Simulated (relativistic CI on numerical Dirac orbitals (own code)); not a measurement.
## Co³⁺ in a cubic cluster: L2,3 absorption with charge transfer

Computed with a charge-transfer multiplet model of a cubic metal-ligand cluster with up to 3 ligand holes, Slater and spin-orbit integrals from Dirac-Coulomb-Breit ions, Slater integrals scaled by 0.7. The ground state mixes d6 with configurations of k ligand holes L, whose averages lie at kΔ + k(k − 1)U_dd/2; a core hole lowers each added d electron by U_cd. 300 K, Lorentzian 0.4 eV and Gaussian 0.3 eV FWHM.

Atomic integrals in eV (Slater integrals scaled, ζ unscaled), ground: F2dd 8.824, F4dd 5.512, zeta_d 0.071; with the core hole: F2dd 9.358, F4dd 5.849, zeta_d 0.093, zeta_core 9.664, F2cd 5.552, G1cd 4.214, G3cd 2.396.

Cluster parameters (eV): U_dd = 6.4, U_cd = 8, 10Dq = 1.2, 10Dq(ligand) = 0.5, V(eg) = 3.05, V(t2g) = -1.29, final-state hopping factor = 0.9.

| Case | n_d | d6 | d7L | d8L2 | d9L3 | S |
| --- | --- | --- | --- | --- | --- | --- |
| Δ = -0.9 eV | 7.00 | 0.24 | 0.54 | 0.20 | 0.02 | 0.02 |
| Δ = 1.1 eV | 6.80 | 0.35 | 0.51 | 0.13 | 0.01 | 0.02 |
| Δ = 2.1 eV | 6.71 | 0.41 | 0.49 | 0.10 | 0.01 | 0.03 |
| Δ = 3.1 eV | 6.62 | 0.46 | 0.45 | 0.08 | 0.00 | 0.03 |
| Δ = 5.1 eV | 6.47 | 0.58 | 0.37 | 0.05 | 0.00 | 0.04 |

Weights, n_d and S are thermal averages at 300 K. Photon energies count from the first peak over 30 % of the highest in each spectrum, which can be another peak from case to case. The parameters are a model scan and need not match a compound or its usual spin state. Peaks in eV (height, largest 100):
- Δ = -0.9 eV: 0.0 (100), 2.2 (9), 3.9 (5), 14.5 (53)
- Δ = 1.1 eV: 0.0 (100), 2.2 (13), 4.1 (5), 14.4 (58), 16.0 (7)
- Δ = 2.1 eV: -1.4 (6), 0.0 (100), 2.2 (16), 4.4 (5), 14.4 (61), 15.9 (8)
- Δ = 3.1 eV: -1.5 (6), 0.0 (100), 2.1 (18), 14.4 (59), 15.9 (10)
- Δ = 5.1 eV: -1.6 (7), 0.0 (100), 2.1 (25), 14.3 (55), 15.7 (13)

Curve for Δ = -0.9 eV (points under 2 left out, the grid thinned):

```
E (eV)  Intensity
  -1.8        2.1
  -1.6        3.1
  -1.3        5.2
  -1.1        5.8
  -0.9        7.2
  -0.7       11.2
  -0.4       31.5
  -0.2       70.0
   0.0      100.0
   0.3       48.6
   0.5       24.3
   0.7       14.6
   1.0        8.9
   1.2        7.8
   1.4        6.4
   1.6        5.3
   1.9        6.1
   2.1        8.6
   2.3        9.1
   2.6        5.5
   2.8        3.5
   3.0        2.6
   3.2        2.3
   3.5        3.0
   3.7        4.4
   3.9        5.3
   4.2        3.4
   4.4        2.3
   8.3        2.2
  13.3        2.3
  13.5        3.3
  13.7        5.2
  13.9        9.6
  14.2       31.6
  14.4       53.3
  14.6       44.3
  14.9       14.1
  15.1        7.2
  15.3        4.5
  15.6        3.1
  15.8        3.2
  16.0        4.2
  16.2        4.8
  16.5        3.6
  16.7        2.3
```

For the case Δ = 2.1 eV, Δ = 2.1 eV is smaller than U_dd = 6.4 eV, the charge-transfer side of the Zaanen-Sawatzky-Allen scheme. With the core hole the configuration with one ligand hole lies at Δ + U_dd − U_cd = -2.5, -0.5, 0.5, 1.5, 3.5 eV from the one without, in the order of the table; where this is negative the screened configuration lies lower, though the effective hopping of about 4.9 eV (from the holes of the mixed ground state) mixes the two strongly wherever it is as large as the gap.
